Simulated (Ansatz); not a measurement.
Cartesian coordinates in Å:
```
N -0.800 -1.236 -0.674
Ge -1.027 0.459 0.113
Si 1.290 0.854 0.572
O 1.945 -0.439 -0.205
H -1.069 -1.997 -0.064
H -1.310 -1.345 -1.541
H -1.658 1.358 -0.966
H -2.001 0.368 1.306
H 1.605 0.839 2.027
H 1.788 2.138 0.011
H 1.236 -0.999 -0.579
```

Charge 0, multiplicity 1.

Q: List the ωB97M-V/def2-TZVPP orbital energies in eV (Ansatz). (Estimate.)

A: The calculation gave: Occupied: -10866.55, -1807.26, -1362.40, -1210.13, -1210.12, -1210.11, -525.66, -394.45, -174.18, -148.27, -123.45, -123.42, -123.39, -102.41, -102.37, -102.36, -36.28, -36.23, -36.18, -36.15, -36.15, -30.39, -26.43, -18.61, -17.50, -16.15, -15.18, -13.64, -13.06, -12.69, -11.87, -10.79, -10.57, -9.62. Lowest empty: 1.17, 2.22, 2.40, 2.93, 3.23, 3.95, 3.98, 4.10.
